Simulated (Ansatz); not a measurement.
Job for Ansatz (a quantum-chemistry and plane-wave program): U-BHLYP/def2-TZVPP on P2 (SMILES P#P), 2S+1 = 3, a spin state set in the input, which need not be the lowest.

Ansatz 0.2 input:
```yaml
crystal:
  periodic: [false, false, false]
  atoms:
    - {symbol: P, position_ang: [-0.00000000, -0.00000000, -1.03508914]}
    - {symbol: P, position_ang: [0.00000000, 0.00000000, 1.03508914]}
basis:
  gaussian:
    orbitals: def2-TZVPP
hamiltonian:
  xc: {name: BHLYP}
magnetization: {spin_polarized: true, initial_magnetization: 2}
```

The head of its log:

```
WARN ansatz: RAYON_NUM_THREADS=2 ignored (pool sized by the plan → 2); use --threads N
Functional definition: BHLYP
integrals: 0.02 GiB planned
624 factors; their error is unknown
mean field: 0.26 GiB planned
mean field evaluation 1: about -18574.1581 eV, gradient 5.5e0 eV
mean field evaluation 2: about -18574.3474 eV, gradient 2.2e0 eV
```

Problem. Give the final energy of this run.

Solution. -682.6191 hartree.
